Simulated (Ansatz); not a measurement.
Consider the formal exchange of groups at a C–C bond: `B[C@@H](F)[C@H](O)F` + SiH₄ → `BC(F)[SiH3]` + `OCF`.

Calculated with Ansatz (gas phase, PBE0-D4/def2-TZVP geometries, no zero-point term in ΔE). CCSD(T)/CBS adds triple-zeta CCSD(T) − MP2 to the extrapolated MP2 energy (def2 sets, frozen cores). This one scheme is used for every species. Functionals use def2-TZVPP. B3LYP here is the variant with VWN-RPA as its local correlation; programs differ in this. Each species was taken in one conformer, which may not be the lowest.

```
             level  ΔE (kcal/mol)  difference from CCSD(T)/CBS
            PBE-D4           -6.4                         -3.0
          B3LYP-D4           -4.3                         -0.9
           ωB97M-V           -3.3                          0.1
            B2PLYP           -3.6                         -0.2
               PBE           -6.5                         -3.1
              PBE0           -4.9                         -1.5
             B3LYP           -4.3                         -0.9
     HF/def2-TZVPP            0.7                          4.1
    MP2/def2-TZVPP           -3.2                          0.2
   CCSD/def2-TZVPP           -2.0                          1.4
CCSD(T)/def2-TZVPP           -2.5                          0.9
     HF/def2-QZVPP            0.4                          3.8
    MP2/def2-QZVPP           -3.8                         -0.4
SCS-MP2/def2-QZVPP           -2.9                          0.5
     MP2/CBS(def2)           -4.1                         -0.7
    CCSD/CBS(def2)           -2.9                          0.5
       CCSD(T)/CBS           -3.4                            0
```

Largest T1 diagnostic among the species: 0.013.

In def2-TZVPP, CCSD(T) changes the Hartree–Fock value by −3.2 kcal/mol (the triples alone add −0.5 kcal/mol) and MP2 by −3.9 kcal/mol. From PBE to PBE0 (25 % exact exchange), in def2-TZVPP and without D4, ΔE moves by +1.6 kcal/mol.
